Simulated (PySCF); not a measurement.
A geometry optimisation, step by step.

GeCl3(OSiMe3), C3H9Cl3GeOSi.
Bonds: Ge1–Cl2, Ge1–Cl3, Ge1–Cl4, Ge1–O5, O5–Si6, Si6–C7, Si6–C8, Si6–C9. Hydrogens: H10, H11, H12 on C7; H13, H14, H15 on C8; H16, H17, H18 on C9.

Computed by this run: PBE0-D3(BJ)/def2-SVP geometry optimisation, gas phase (PySCF); density fitting, grid level 1; the optimiser is geomeTRIC in internal coordinates, started from a GFN2-xTB structure with every atom displaced at random (about 0.03 Å). 4 of its 13 geometries are shown. The frame can shift and turn from step to step; on so coarse a grid that alone can change the energy by a few meV, and forces under 0.02 eV/Å are noise.

Step 0: E = -107221.3791 eV, largest atomic force 3.930 eV/Å
```
atom  x, y, z in Å  |  force x, y, z in eV/Å
Ge1     2.236    0.804    1.386   -3.722   1.163  -0.485
Cl2     1.978    0.488    3.429    0.094  -0.092   0.855
Cl3     4.012    0.345    0.614    3.067  -0.781  -0.995
Cl4     1.832    2.911    0.937    0.091  -0.621   0.229
O5      1.057   -0.178    0.552    1.648   0.503   1.139
Si6    -0.374   -0.271   -0.257   -0.288  -0.601  -0.084
C7     -1.696    0.547    0.784   -0.774  -0.764   0.009
C8     -0.559   -2.146   -0.430   -3.527   1.068  -0.245
C9     -0.134    0.601   -1.870   -0.206   0.200  -1.633
H10    -2.695    0.510    0.312    0.111  -0.063  -0.088
H11    -1.513    1.588    0.997    0.418   0.798  -0.058
H12    -1.821    0.070    1.770    0.151  -0.192  -0.038
H13    -0.751   -2.612    0.529    0.428  -0.176   0.804
H14    -1.572   -2.373   -0.930    1.280   0.317   0.121
H15     0.202   -2.655   -0.955    1.268  -0.639  -0.784
H16     0.120    1.676   -1.772   -0.126  -0.243   0.232
H17     0.682    0.161   -2.504   -0.429   0.074   0.555
H18    -1.058    0.551   -2.513    0.519   0.050   0.463
```

Step 4: E = -107221.9773 eV, largest atomic force 0.142 eV/Å
```
atom  x, y, z in Å  |  force x, y, z in eV/Å
Ge1     2.153    0.818    1.371    0.128  -0.022   0.044
Cl2     1.954    0.656    3.488   -0.025   0.006  -0.036
Cl3     4.180    0.411    0.843   -0.117   0.031   0.008
Cl4     1.646    2.816    0.793    0.004   0.020   0.005
O5      1.121   -0.311    0.589    0.059  -0.129  -0.008
Si6    -0.353   -0.325   -0.255   -0.069   0.090   0.022
C7     -1.627    0.532    0.817    0.042  -0.005  -0.045
C8     -0.744   -2.130   -0.513    0.077   0.012  -0.029
C9     -0.102    0.588   -1.868   -0.007  -0.025   0.050
H10    -2.612    0.552    0.324   -0.011  -0.001   0.014
H11    -1.326    1.573    1.013   -0.011   0.010  -0.002
H12    -1.736    0.019    1.785   -0.008   0.002   0.006
H13    -0.834   -2.652    0.451   -0.044   0.003   0.007
H14    -1.686   -2.253   -1.072   -0.007  -0.014   0.023
H15     0.060   -2.620   -1.084   -0.013   0.011  -0.014
H16     0.211    1.626   -1.674   -0.005   0.002  -0.017
H17     0.675    0.103   -2.478   -0.004   0.006  -0.012
H18    -1.035    0.615   -2.454    0.013   0.006  -0.017
```

Step 8: E = -107221.9818 eV, largest atomic force 0.075 eV/Å
```
atom  x, y, z in Å  |  force x, y, z in eV/Å
Ge1     2.139    0.718    1.412   -0.071   0.012   0.015
Cl2     1.817    0.502    3.506    0.017  -0.004   0.014
Cl3     4.183    0.363    0.959    0.048  -0.022   0.004
Cl4     1.652    2.734    0.870   -0.005  -0.007  -0.004
O5      1.151   -0.405    0.555   -0.007   0.049  -0.056
Si6    -0.337   -0.311   -0.271    0.022  -0.044   0.011
C7     -1.564    0.578    0.826   -0.008   0.012   0.022
C8     -0.810   -2.091   -0.566   -0.016  -0.002   0.021
C9     -0.066    0.612   -1.873    0.009   0.013  -0.012
H10    -2.560    0.611    0.356    0.001  -0.002  -0.003
H11    -1.246    1.615    1.014   -0.002  -0.006  -0.004
H12    -1.664    0.069    1.798    0.006   0.004  -0.001
H13    -0.916   -2.626    0.391    0.010  -0.004  -0.012
H14    -1.766   -2.167   -1.107   -0.003   0.010  -0.012
H15    -0.037   -2.602   -1.160   -0.007  -0.004   0.007
H16     0.282    1.639   -1.685    0.002  -0.003   0.010
H17     0.686    0.104   -2.497    0.005  -0.001   0.003
H18    -1.001    0.672   -2.452   -0.004  -0.002   0.000
```

Step 12: E = -107221.9846 eV, largest atomic force 0.021 eV/Å
```
atom  x, y, z in Å  |  force x, y, z in eV/Å
Ge1     2.135    0.674    1.440    0.015  -0.006   0.002
Cl2     1.742    0.392    3.516   -0.007   0.003   0.000
Cl3     4.194    0.300    1.062   -0.013   0.008  -0.001
Cl4     1.691    2.711    0.945    0.001   0.003   0.000
O5      1.176   -0.404    0.498    0.019  -0.006  -0.008
Si6    -0.329   -0.302   -0.294   -0.017   0.005   0.011
C7     -1.527    0.590    0.834    0.000  -0.003  -0.004
C8     -0.842   -2.071   -0.594   -0.003   0.000  -0.006
C9     -0.067    0.632   -1.890   -0.002  -0.004  -0.001
H10    -2.537    0.609    0.396    0.000  -0.002   0.001
H11    -1.213    1.632    1.000    0.001   0.001   0.001
H12    -1.591    0.091    1.814   -0.001  -0.001   0.001
H13    -0.948   -2.617    0.355    0.000   0.001   0.004
H14    -1.809   -2.110   -1.122    0.004  -0.003   0.002
H15    -0.097   -2.597   -1.209    0.006   0.001  -0.001
H16     0.290    1.654   -1.688   -0.001   0.001  -0.002
H17     0.680    0.127   -2.521   -0.002   0.001   0.000
H18    -1.004    0.706   -2.465    0.000   0.001   0.002
```

Problem. Summarise the path.

Solution. The energy falls by 0.6054 eV from step 0 to step 12; nine tenths of that is first reached at step 2. It falls at every step. The largest force goes from 3.930 to 0.021 eV/Å. Among the bonds Ge1–Cl3 changes most, from 1.990 to 2.126 Å; the atoms move by 0.208 Å rms after alignment.

Problem. Follow the three bonds and two angles with the largest change from start to end.

Solution. 
| step | E above end (eV) | largest force (eV/Å) | Ge1–Cl3 (Å) | O5–Si6 (Å) | C8–H14 (Å) | Ge1–O5–Si6 (°) | H13–C8–H14 (°) |
| --- | --- | --- | --- | --- | --- | --- | --- |
| 0 | 0.6054 | 3.930 | 1.990 | 1.647 | 1.152 | 148.5 | 98.3 |
| 1 | 0.0814 | 1.259 | 2.085 | 1.680 | 1.107 | 146.3 | 104.2 |
| 2 | 0.0213 | 0.288 | 2.118 | 1.691 | 1.099 | 143.8 | 107.5 |
| 3 | 0.0110 | 0.225 | 2.129 | 1.695 | 1.101 | 141.5 | 108.5 |
| 4 | 0.0073 | 0.142 | 2.134 | 1.698 | 1.101 | 138.9 | 108.8 |
| 5 | 0.0055 | 0.131 | 2.133 | 1.702 | 1.102 | 136.2 | 108.6 |
| 6 | 0.0042 | 0.060 | 2.128 | 1.704 | 1.102 | 135.5 | 108.2 |
| 7 | 0.0035 | 0.077 | 2.125 | 1.705 | 1.101 | 135.0 | 108.0 |
| 8 | 0.0028 | 0.075 | 2.123 | 1.705 | 1.101 | 134.8 | 108.1 |
| 9 | 0.0016 | 0.069 | 2.124 | 1.705 | 1.101 | 134.7 | 108.2 |
| 10 | 0.0007 | 0.039 | 2.125 | 1.704 | 1.101 | 134.9 | 108.2 |
| 11 | 0.0003 | 0.026 | 2.126 | 1.703 | 1.102 | 135.0 | 108.2 |
| 12 | 0.0000 | 0.021 | 2.126 | 1.703 | 1.102 | 135.1 | 108.1 |

The cost below is that of the whole optimisation. Time: 8.1 min wall, 19 min CPU; peak memory 1.3 GiB. Hardware: Intel Xeon Platinum 8175M at 2.50 GHz, 2 threads, shared host.
